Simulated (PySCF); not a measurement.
C5H11OS (doublet state).
Geometry (GFN2-xTB, Å), atoms numbered from 1 in this order:
```
atom  x, y, z in Å
C1    -0.1593    0.0335   -1.7788
C2    -0.0797    0.2202   -0.3147
C3    -0.3575    1.6758    0.0680
C4    -1.1366   -0.6837    0.3811
O5    -0.9001   -2.0284    0.0377
C6     1.3150   -0.2176    0.1518
S7     1.5694    0.0584    1.9504
H8    -0.7699    0.6842   -2.3729
H9     0.2590   -0.8434   -2.2308
H10   -0.3156    1.8019    1.1476
H11   -1.3424    1.9780   -0.2790
H12    0.3867    2.3260   -0.3852
H13   -2.1375   -0.3689    0.0546
H14   -1.0579   -0.5376    1.4673
H15   -1.5371   -2.5816    0.4997
H16    2.0806    0.3515   -0.3757
H17    1.4389   -1.2825   -0.0365
H18    2.7353   -0.5794    2.0038
```

The hyperfine couplings belong to this conformer and change with its torsions.

As a line formula: `[CH2][C@@](C)(CO)CS` [radical].

The calculation used PySCF 2.14.0, UKS B3LYP, pcH-1 on C H O S, non-relativistic, mean-field spin-orbit, GIAO. Geometry: GFN2-xTB, one conformer, isolated molecule. GFN2-xTB frequencies show an imaginary mode (39i cm⁻¹), so this geometry is no minimum at that level. A GFN2-xTB geometry isn't a minimum of the functional, and hyperfine couplings can be far from their values at a DFT geometry. The SCF solution wasn't tested for stability.

Problem. Where do the isotropic ENDOR lines of H8/H9, H14, H13, H17, H18, H10/H11/H12 and H16 fall at 337.6 mT, to first order?

Solution. ν± = |νn ± a/2|, one line for each electron-spin manifold; νn = |g_N| × 7.62259 MHz/T × B.

```json
{"nuclei": "H8/H9", "isotope": "1H", "g_N": "5.5857", "νn (MHz)": "14.37", "a_iso (MHz)": "-61.85", "lower line (MHz)": "16.55", "upper line (MHz)": "45.30"}
{"nuclei": "H14", "isotope": "1H", "g_N": "5.5857", "νn (MHz)": "14.37", "a_iso (MHz)": "16.59", "lower line (MHz)": "6.08", "upper line (MHz)": "22.67"}
{"nuclei": "H13", "isotope": "1H", "g_N": "5.5857", "νn (MHz)": "14.37", "a_iso (MHz)": "-2.99", "lower line (MHz)": "12.88", "upper line (MHz)": "15.87"}
{"nuclei": "H17", "isotope": "1H", "g_N": "5.5857", "νn (MHz)": "14.37", "a_iso (MHz)": "-1.99", "lower line (MHz)": "13.38", "upper line (MHz)": "15.37"}
{"nuclei": "H18", "isotope": "1H", "g_N": "5.5857", "νn (MHz)": "14.37", "a_iso (MHz)": "1.10", "lower line (MHz)": "13.82", "upper line (MHz)": "14.93"}
{"nuclei": "H10/H11/H12", "isotope": "1H", "g_N": "5.5857", "νn (MHz)": "14.37", "a_iso (MHz)": "-0.89", "lower line (MHz)": "13.93", "upper line (MHz)": "14.82"}
{"nuclei": "H16", "isotope": "1H", "g_N": "5.5857", "νn (MHz)": "14.37", "a_iso (MHz)": "-0.82", "lower line (MHz)": "13.96", "upper line (MHz)": "14.78"}
```

Problem. Which pairs are centred on the nuclear Larmor frequency, and which on half the coupling?

Solution. Centred on νn, since |a| < 2νn: H14, H13, H17, H18, H10/H11/H12 and H16. Centred on |a|/2 and split by 2νn: H8/H9.

Means are taken over nuclei equivalent by connectivity, which assumes that they swap fast.

Hardware: one thread of an Intel Xeon at 2.60 GHz, no GPU, on a shared host. Cost: 85 s wall (with the writing of density and orbital grids), 0.97 GiB resident at most.
